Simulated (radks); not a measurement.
Initial-state core-level shifts of the zinc ion Zn+ when its valence configuration changes from [Ar] 3d10 4s1. All-electron calculation, Dirac Kohn-Sham, PBE, spin-unpolarised, spherical densities, point nucleus; open shells fill j = l - 1/2 first. Program: a radial shooting solver on a logarithmic mesh with Libxc functionals. Shifts are changes of the shell-averaged eigenvalues in eV (positive: less bound).

valence,1s,2s,3s,3p
3d9 4s2,-7.618,-8.477,-7.448,-7.262
3d10 4s0.5 4p0.5,-0.910,-0.856,-0.909,-0.910
3d8 4s2 4p1,-18.204,-20.071,-17.473,-17.064
3d9 4s1 4p1,-9.360,-10.136,-9.178,-8.990
3d9.5 4s1 4p0.5,-4.539,-4.893,-4.490,-4.402
3d9.5 4s1.5,-3.639,-4.041,-3.594,-3.506
3d8 4s0.5 4p2.5,-20.598,-22.375,-19.841,-19.422
3d10 4p1,-1.788,-1.680,-1.787,-1.788
3d9.5 4s0.5 4p1,-5.408,-5.716,-5.357,-5.268
